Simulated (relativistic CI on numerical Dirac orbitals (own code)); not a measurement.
Nb3+: L2,3 absorption edge

Computed with this model: Dirac-Coulomb-Breit CI, KLI orbitals optimised for each configuration, model QED, multiplet model of core-to-valence dipole absorption, unscaled Slater integrals; configurations [Kr] 4d2 → [He] 2s2 2p5 3s2 3p6 3d10 4s2 4p6 4d3; 80 K; Lorentzian 1.6 eV and Gaussian 0.5 eV FWHM. Energies are those of the free ion, without screening or charge transfer. The branching ratio is the share of the lower-energy edge in the whole absorption, uncertain by about 0.02 where the edges overlap. S is read from ⟨S²⟩ = S(S + 1).

Field parameters in Wybourne normalisation: Oh B⁴₀ = 21Dq, B⁴₄ = √(5/14) B⁴₀. The field is a parameter set, without covalency.

Case Oh, 10Dq = 28550 cm⁻¹, the dichroism is that of the ground state at zero temperature, magnetised by exchange field 10 meV on Sz. The dichroism I(Δm = −1) − I(Δm = +1), over the sum of the three polarisations, integrates to 0.0096 on the lower edge and 0.0683 on the upper edge. The branching ratio is 0.710.

Question: Use the orbital sum rule with 8 holes to get ⟨Lz⟩.

Answer: For a p → d edge ⟨Lz⟩ = 2 × n_h × (sum of both integrals) in this sign convention = 1.25; the ground state itself has ⟨Lz⟩ = 1.30 and ⟨Sz⟩ = -0.99. The rule assumes one radial integral for both edges, which relativistic orbitals only approach.
